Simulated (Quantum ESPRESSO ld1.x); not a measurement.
The numbers below are computed, except where a source is named.
Problem. The mean radii <r> (bohr) of the occupied orbitals of an atom or ion are listed with their occupations. Code: ld1.x of Quantum ESPRESSO 7.5. Model: non-relativistic Kohn-Sham, LDA (Slater exchange, VWN5 correlation), spin-polarised, spherical densities, point nucleus.

orbital  occ.     <r>
1s down     1  0.1209
1s up       1  0.1209
2s up       1  0.6284
2s down     1  0.6276
2p up       3  0.6002
2p down     3  0.5987
3d up       2   3.729

Name the element and its charge. Open shells, if any, are filled with parallel spins first.

Solution. Z = 13, aluminium, charge +1: Al+ in [Ne] 3d2. The 1s radius gives Z: for a bare nucleus <r> = 1.5/Z, 0.1154 bohr for Z = 13, and screening makes it slightly larger (0.1209 here). The occupations add up to 12, and the charge is Z minus that.
